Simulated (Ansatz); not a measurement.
C2H3FSi can be A, `FC1=C[SiH2]1`, or B, `C#C[SiH2]F`.

Program: Ansatz. Geometries: PBE0-D4/def2-TZVP. ΔE: electronic, gas phase. CCSD(T)/CBS adds triple-zeta CCSD(T) − MP2 to the extrapolated MP2 energy (def2 sets, frozen cores). This one scheme is used for every species. DFT in def2-TZVPP.

Question: Which isomer does CCSD(T)/CBS put lower? Give the gap. (An estimate is asked.)

Answer: The calculation gave: B, by 254.1 kJ/mol.

Question: Give E(B) − E(A) in kJ/mol with r2SCAN-D4, B2PLYP, CCSD(T)/def2-SVP, PBE-D4, MP2/def2-TZVPP, BLYP-D4, LDA (SPW92). (An estimate is asked.)

Answer: Ansatz gave: r2SCAN-D4 -221.0, B2PLYP -251.9, CCSD(T)/def2-SVP -225.0, PBE-D4 -198.4, MP2/def2-TZVPP -261.2, BLYP-D4 -236.0, LDA (SPW92) -175.9. None reverses the order clearly.

Question: Does the order hold for the free energy at 298.15 K (harmonic terms from PBE0-D4)? (Estimate.)

Answer: Ansatz gave: Yes: G(B) − G(A) = -258.3 kJ/mol.

Largest T1 diagnostic: 0.014.

In def2-TZVPP, CCSD(T) changes the Hartree–Fock value by +26.6 kJ/mol (the triples alone add +4.6 kJ/mol) and MP2 by +15.8 kJ/mol. From BLYP to BHLYP (50 % exact exchange), in def2-TZVPP and without D4, E(B) − E(A) moves by −13.1 kJ/mol.
